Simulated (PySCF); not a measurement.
BeBrI, SMILES [Br][Be][I].

Coordinates come from a B3LYP-D3(BJ)/def2-TZVP optimisation. The def2 effective core potentials stand for the cores of I; spin–orbit coupling is left out.

Method: TDA-LC-ωPBE/def2-SVPD run with PySCF.

Vertical excitations; the highest root listed may be one member of a degenerate set. The molecule is in vacuum. State labels are in the subgroup C2v.

```tsv
state	symmetry	energy (eV)	λ (nm)	f	main pairs
S1	A2	6.36	195	0.000	HOMO→LUMO 47 %, HOMO−1→LUMO+1 47 %
S2	A2	6.41	193	0.000	HOMO−1→LUMO+1, HOMO→LUMO (degenerate set)
S3	A1	6.41	193	0.000	HOMO−1→LUMO, HOMO→LUMO+1 (degenerate set)
S4	B2	6.84	181	0.037	HOMO→LUMO+2 (degenerate set)
S5	B1	6.84	181	0.037	HOMO−1→LUMO+2 (degenerate set)
S6	A2	7.32	169	0.000	HOMO−3→LUMO+1 46 %, HOMO−2→LUMO 46 %
S7	A1	7.33	169	0.451	HOMO−1→LUMO 40 %, HOMO→LUMO+1 40 %, HOMO−4→LUMO+2 8 %
S8	A1	7.41	167	0.000	HOMO−3→LUMO, HOMO−2→LUMO+1 (degenerate set)
S9	A2	7.41	167	0.000	HOMO−2→LUMO, HOMO−3→LUMO+1 (degenerate set)
S10	B2	7.98	155	0.109	HOMO−2→LUMO+2 78 %
T1	A1	5.84	212	0	HOMO−1→LUMO 45 %, HOMO→LUMO+1 45 %
T2	A2	6.11	203	0	HOMO→LUMO, HOMO−1→LUMO+1 (degenerate set)
T3	A1	6.11	203	0	HOMO→LUMO+1, HOMO−1→LUMO (degenerate set)
T4	A2	6.36	195	0	HOMO−1→LUMO+1 47 %, HOMO→LUMO 47 %
```
Triplets are in the Tamm–Dancoff approximation.
